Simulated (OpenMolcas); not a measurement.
**Multiconfigurational calculation on Pd5+**

Pd5+ among 4 point charges of -1 e arranged as a tetrahedron (Td), 1.84 Å from the ion.

Input:

```
&GATEWAY
Coord
1

Pd 0.0 0.0 0.0
Basis=ANO-RCC-VDZP
Group=NoSym
NoMove
AngMom=0.0 0.0 0.0
AMFI
XField
4 Angstrom 0
1.062324 1.062324 1.062324 -1.000000
1.062324 -1.062324 -1.062324 -1.000000
-1.062324 1.062324 -1.062324 -1.000000
-1.062324 -1.062324 1.062324 -1.000000
&SEWARD
* reference wave functions (RASSCF and RASSI steps not shown): 5 electrons in 5 orbitals (4d)
>>> COPY JOB001 $Project.JobIph
&CASPT2
Multistate=1 1
Frozen=14
IPEA=0.25
Imaginary=0.1
MaxIter=60
WThr=0.0 0.3 0.05
PrWF=0.5
NoMix
>>> COPY JOB002 $Project.JobIph
&CASPT2
Multistate=24 1 2 3 4 5 6 7 8 9 10 11 12 13 14 15 16 17 18 19 20 21 22
23 24
NoMult
Frozen=14
IPEA=0.25
Imaginary=0.1
MaxIter=60
WThr=0.0 0.3 0.05
PrWF=0.5
NoMix
>>> COPY JOB003 $Project.JobIph
&CASPT2
Multistate=75 1 2 3 4 5 6 7 8 9 10 11 12 13 14 15 16 17 18 19 20 21 22
23 24 25 26 27 28 29 30 31 32 33 34 35 36 37 38 39 40 41 42 43 44 45 46
47 48 49 50 51 52 53 54 55 56 57 58 59 60 61 62 63 64 65 66 67 68 69 70
71 72 73 74 75
NoMult
Frozen=14
IPEA=0.25
Imaginary=0.1
MaxIter=60
WThr=0.0 0.3 0.05
PrWF=0.5
NoMix
```

Launched by
```bash
OMP_NUM_THREADS=1 MOLCAS_MEM=1689 MOLCAS_PROJECT=a pymolcas a.inp > a.log  # once for each step of the input, in one work folder
```

Output, cut to the results:

```
--- CASPT2 ---
Orbital specifications:
      -----------------------

      Symmetry species                           1
                                                 a
      Frozen orbitals                           14
      Inactive orbitals                          4
      Active orbitals                            5
      Secondary orbitals                        20
      Deleted orbitals                           0
      Number of basis functions                 43
Type of calculation                        SS-CASPT2
      Fock operator                              state-specific
      IPEA shift                                 0.25
      Real shift                                 0.00
      Imaginary shift                            0.10
      The input orbitals will be transformed to quasi-canonical
Reference energy:       -5041.6763563974
      E2 (Non-variational):      -0.2162131309
      Shift correction:          -0.0000750356
      E2 (Variational):          -0.2162881665
      Total energy:           -5041.8926445639
      Residual norm:              0.0000000268
      Reference weight:           0.96231
      Contributions to the CASPT2 correlation energy
      Active & Virtual Only:         -0.0460583814
      One Inactive Excited:          -0.1110885326
      Two Inactive Excited:          -0.0590662169
::    CASPT2 Root  1     Total energy:  -5041.89264456
--- CASPT2 ---
Orbital specifications:
      -----------------------

      Symmetry species                           1
                                                 a
      Frozen orbitals                           14
      Inactive orbitals                          4
      Active orbitals                            5
      Secondary orbitals                        20
      Deleted orbitals                           0
      Number of basis functions                 43
Type of calculation                        SS-CASPT2
      Fock operator                              state-specific
      IPEA shift                                 0.25
      Real shift                                 0.00
      Imaginary shift                            0.10
      The input orbitals will be transformed to quasi-canonical
Reference energy:       -5041.5273325618
      E2 (Non-variational):      -0.2247546452
      Shift correction:          -0.0000799476
      E2 (Variational):          -0.2248345928
      Total energy:           -5041.7521671546
      Residual norm:              0.0000006521
      Reference weight:           0.96056
      Contributions to the CASPT2 correlation energy
      Active & Virtual Only:         -0.0465069091
      One Inactive Excited:          -0.1193929995
      Two Inactive Excited:          -0.0588547366
Reference energy:       -5041.5273325618
      E2 (Non-variational):      -0.2247839725
      Shift correction:          -0.0000799900
      E2 (Variational):          -0.2248639625
      Total energy:           -5041.7521965242
      Residual norm:              0.0000006513
      Reference weight:           0.96055
      Contributions to the CASPT2 correlation energy
      Active & Virtual Only:         -0.0465158279
      One Inactive Excited:          -0.1194119231
      Two Inactive Excited:          -0.0588562215
::    CASPT2 Root  1     Total energy:  -5041.75216715
::    CASPT2 Root  2     Total energy:  -5041.75219652
::    CASPT2 Root  3     Total energy:  -5041.75202728
::    CASPT2 Root  4     Total energy:  -5041.75091530
::    CASPT2 Root  5     Total energy:  -5041.75072508
::    CASPT2 Root  6     Total energy:  -5041.75086608
::    CASPT2 Root  7     Total energy:  -5041.75041540
::    CASPT2 Root  8     Total energy:  -5041.75076276
::    CASPT2 Root  9     Total energy:  -5041.75073306
::    CASPT2 Root 10     Total energy:  -5041.73094650
::    CASPT2 Root 11     Total energy:  -5041.73094230
::    CASPT2 Root 12     Total energy:  -5041.73095874
::    CASPT2 Root 13     Total energy:  -5041.72403009
::    CASPT2 Root 14     Total energy:  -5041.72401378
::    CASPT2 Root 15     Total energy:  -5041.72402293
::    CASPT2 Root 16     Total energy:  -5041.72389920
::    CASPT2 Root 17     Total energy:  -5041.72394375
::    CASPT2 Root 18     Total energy:  -5041.66319166
::    CASPT2 Root 19     Total energy:  -5041.66216414
::    CASPT2 Root 20     Total energy:  -5041.66179307
::    CASPT2 Root 21     Total energy:  -5041.66175117
::    CASPT2 Root 22     Total energy:  -5041.66102594
::    CASPT2 Root 23     Total energy:  -5041.66118901
::    CASPT2 Root 24     Total energy:  -5041.66111044
--- CASPT2 ---
Orbital specifications:
      -----------------------

      Symmetry species                           1
                                                 a
      Frozen orbitals                           14
      Inactive orbitals                          4
      Active orbitals                            5
      Secondary orbitals                        20
      Deleted orbitals                           0
      Number of basis functions                 43
Type of calculation                        SS-CASPT2
      Fock operator                              state-specific
      IPEA shift                                 0.25
      Real shift                                 0.00
      Imaginary shift                            0.10
      The input orbitals will be transformed to quasi-canonical
Reference energy:       -5041.4621989483
      E2 (Non-variational):      -0.2236279694
      Shift correction:          -0.0000787670
      E2 (Variational):          -0.2237067364
      Total energy:           -5041.6859056847
      Residual norm:              0.0000003687
      Reference weight:           0.96090
      Contributions to the CASPT2 correlation energy
      Active & Virtual Only:         -0.0415855140
      One Inactive Excited:          -0.1293282386
      Two Inactive Excited:          -0.0527142169
Reference energy:       -5041.4621989483
...
```

Spin-orbit levels above the lowest (labels of Td), with the averaged single-state CASPT2 energies on the diagonal:

```json
{"E (cm-1)": "0", "Degeneracy": "4", "Label": "Γ8", "2S+1": "6", "g": ""}
{"E (cm-1)": "0", "Degeneracy": "2", "Label": "Γ7", "2S+1": "6", "g": "3.33 3.33 3.33"}
{"E (cm-1)": "30010", "Degeneracy": "4", "Label": "Γ8", "2S+1": "4", "g": ""}
{"E (cm-1)": "30550", "Degeneracy": "2", "Label": "Γ7", "2S+1": "4", "g": "1.11 1.11 1.11"}
{"E (cm-1)": "30710", "Degeneracy": "2", "Label": "Γ6", "2S+1": "4", "g": "0.39 0.39 0.39"}
{"E (cm-1)": "30750", "Degeneracy": "4", "Label": "Γ8", "2S+1": "4", "g": ""}
{"E (cm-1)": "30760", "Degeneracy": "2", "Label": "Γ7", "2S+1": "4", "g": "1.46 1.46 1.46"}
{"E (cm-1)": "31080", "Degeneracy": "4", "Label": "Γ8", "2S+1": "4", "g": ""}
{"E (cm-1)": "31100", "Degeneracy": "2", "Label": "Γ6", "2S+1": "4", "g": "0.56 0.56 0.56"}
{"E (cm-1)": "31120", "Degeneracy": "4", "Label": "Γ8", "2S+1": "4", "g": ""}
{"E (cm-1)": "31140", "Degeneracy": "2", "Label": "Γ7", "2S+1": "4", "g": "0.19 0.19 0.19"}
{"E (cm-1)": "31240", "Degeneracy": "2", "Label": "Γ6", "2S+1": "4", "g": "2.87 2.87 2.87"}
{"E (cm-1)": "31270", "Degeneracy": "4", "Label": "Γ8", "2S+1": "4", "g": ""}
{"E (cm-1)": "31430", "Degeneracy": "4", "Label": "Γ8", "2S+1": "4", "g": ""}
{"E (cm-1)": "32880", "Degeneracy": "2", "Label": "Γ7", "2S+1": "4", "g": "2.35 2.35 2.35"}
{"E (cm-1)": "33080", "Degeneracy": "4", "Label": "Γ8", "2S+1": "4", "g": ""}
{"E (cm-1)": "33710", "Degeneracy": "4", "Label": "Γ8", "2S+1": "4", "g": ""}
{"E (cm-1)": "34880", "Degeneracy": "2", "Label": "Γ6", "2S+1": "4", "g": "2.04 2.04 2.04"}
{"E (cm-1)": "36590", "Degeneracy": "2", "Label": "Γ7", "2S+1": "4", "g": "4.27 4.27 4.27"}
{"E (cm-1)": "36930", "Degeneracy": "4", "Label": "Γ8", "2S+1": "4", "g": ""}
```

Roots that are degenerate in the reference are averaged as groups; the widest CASPT2 spread within a group is 120 cm-1 (the 3-fold group of multiplicity 2 near 58600 cm-1 above the lowest state of its run). Shifts and gaps below about the spread of the groups concerned are not significant. Point charges give a weaker field than real ligands, and real ions of this kind are as a rule low spin; the high spin found here belongs to the model. Free-ion shares, where given, are those of the reference states; single-state CASPT2 does not remix them. This is an electrostatic model: the charges have no orbitals. No measured value stands beside these numbers.

The CASPT2 steps took 6.8 s on 1 thread of Arm Neoverse V2 (shared host); the integral step is not counted.
